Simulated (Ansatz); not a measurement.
Basis-set extrapolation for C2H7BOS (PBE0-D4/def2-TZVP geometry, frozen core, Ansatz). Multiplicity 1, RHF reference.

```tsv
	def2-TZVPP	def2-QZVPP
HF	-576.951051	-576.970617
MP2 correlation	-0.877521	-0.940937
CCSD(T) correlation	-0.966204	not run
```

Energies in hartree. Use E(X) = E(∞) + A·exp(−7.88·√X) for Hartree–Fock and E(X) = E(∞) + B·X^(−2.97) for correlation, with X = 3 and 4, and add CCSD(T) minus MP2 of the smaller set to the MP2 limit.

Problem. What is the CCSD(T) energy at the basis-set limit?

Solution. HF limit: -576.970617 + (-0.019566) × 0.13774 = -576.97331. MP2 limit: -0.940937 + (-0.063416) × 0.74074 = -0.98791. Higher-order term: -0.966204 − (-0.877521) = -0.08868. Total: -578.04990 hartree, 83.2 kcal/mol below CCSD(T)/def2-TZVPP.
